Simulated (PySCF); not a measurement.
Mg: excitation energy

Mg [Ne] 3s2 (1S) → Mg [Ne] 3s1 3d1 (3D), as a difference of total energies. All numbers are calculated (PySCF 2.14, scalar relativity by spin-free X2C-1e, in dyall-av3z (20s13p6d4f, 117 functions)). Correlated levels: valence: [Ne] frozen; virtual orbitals above 40 to 60 times the deepest correlated orbital energy dropped. The calculations carry no spin-orbit coupling.

| method | excitation energy (eV) | error (eV) |
| --- | --- | --- |
| UHF | 6.332 | +0.386 |
| MP2 (valence) | 6.863 | +0.917 |
| SCS-MP2 (valence) | 7.077 | +1.131 |
| CCSD (valence) | 7.017 | +1.071 |

Reference: 5.946 eV (measured; NIST levels, between the centres of gravity of the two terms).

Errors of the correlated levels include the incompleteness of this basis and the frozen core.

The promoted electron is Rydberg-like, and one or two diffuse shells describe it only roughly, which tends to raise the upper state.

With two correlated electrons CCSD is exact in that space.
